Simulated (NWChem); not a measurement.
Si2H4OClF; SMILES O[Si@@H](Cl)[SiH2]F

```xyz
9

O      1.9171     0.5077    -0.4663
Si     0.5067     0.4747     0.4340
Cl    -0.7718     2.0643    -0.0650
Si    -0.7262    -1.4039    -0.2276
F      0.0532    -2.7989     0.1663
H      2.5690     1.1857    -0.2119
H      0.7941     0.6136     1.9041
H     -2.0553    -1.3911     0.4731
H     -0.9301    -1.3635    -1.7152
```
Atoms are numbered in this order, from 1.

All runs: NWChem. Pople sets run with spherical d functions. Structure relaxed at the PBE-D3(BJ)/def2-SVP level. Level r2SCAN/6-31G*: energy and gradient on several grids; changes count from the extra-fine grid, which is no exact limit either.

Q: Which is the coarsest grid (coarse; xfine; fine; medium; xcoarse) from which on the energy stays within 100 μHa and each gradient component within 200 μHa/bohr of xfine?

A: fine.
```json
[
 {"grid": "xcoarse", "size of the energy change (μHa)": "6000", "largest change of a gradient component (μHa/bohr)": "2000"},
 {"grid": "coarse", "size of the energy change (μHa)": "900", "largest change of a gradient component (μHa/bohr)": "500"},
 {"grid": "medium", "size of the energy change (μHa)": "200", "largest change of a gradient component (μHa/bohr)": "100"},
 {"grid": "fine", "size of the energy change (μHa)": "30", "largest change of a gradient component (μHa/bohr)": "40"},
 {"grid": "xfine", "size of the energy change (μHa)": "< 10", "largest change of a gradient component (μHa/bohr)": "< 30"}
]
```
